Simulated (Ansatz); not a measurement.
`[SiH3][GeH2][SiH2]Cl` + H₂ → `[SiH3][GeH3]` + `[SiH3]Cl` at 500 K and 1 bar (hydrogenolysis of a Ge–Si bond).

Isolated molecules relaxed with PBE0-D4/def2-TZVP in Ansatz; ΔE leaves out vibrations. CBS: MP2 limit from def2 TZ/QZ plus the TZ coupled-cluster correction, frozen cores. This one scheme is used for every species. For Ge outer-core shells are correlated without core-valence functions, which leaves a few kJ/mol of doubt a bond. Scalar relativity is left out up to krypton. Each species was taken in one conformer, which may not be the lowest.

```tsv
species	CCSD(T)/CBS energy (Eh)	H − E (kJ/mol)	S (J/(mol·K))
`[SiH3][GeH2][SiH2]Cl`	-3118.30397	212.2	479.9
H₂	-1.17544	41.0	145.5
`[SiH3][GeH3]`	-2368.78170	160.7	342.8
`[SiH3]Cl`	-750.69636	92.3	281.7
```

H − E and S are ideal-gas, rigid-rotor, harmonic terms from PBE0-D4/def2-TZVP, for one conformer and one mirror image of each species. For small species the MP2-based limit differs from directly extrapolated CCSD(T) by up to some mEh (0.8 for H₂); such offsets cancel only in part. 1 Eh = 2625.50 kJ/mol, R = 8.31446 J/(mol·K).

Task: By hand: ΔE, ΔH, ΔS and ΔG.

Result: ΔE = (-2368.78170) + (-750.69636) − (-3118.30397) − (-1.17544) = 0.00135 Eh = 3.5 kJ/mol. Δ(H − E) = 160.7 + 92.3 − 212.2 − 41.0 = -0.2, so ΔH = 3.3 kJ/mol. ΔS = 342.8 + 281.7 − 479.9 − 145.5 = -0.9 J/(mol·K). ΔG = 3.3 − 500 × (-0.9)/1000 = 3.8 kJ/mol.

Task: By hand: the equilibrium constant, and the temperature at which ΔG would vanish if ΔH and ΔS stayed fixed.

Result: log₁₀ K = −ΔG/(RT ln 10) = -0.4. ΔH and −TΔS have one sign here, so there is no such temperature. One of them is within its doubt of zero, so this could turn.

The number of gas molecules stays the same, so ΔS is small and ΔH decides. The sign of ΔG lies within the doubt. A doubt of 5 kJ/mol in ΔE shifts log₁₀ K by 0.5 here. Other conformers and mirror images would add mixing entropy, several J/(mol·K) or more a flexible species. Modes under 60 cm⁻¹, often nearly free rotors, make the harmonic entropy too high. These are equilibria of isolated gas molecules and say nothing of rates. Largest T1 diagnostic: 0.012 (customary marks: 0.02 for closed shells, 0.045 for open ones).
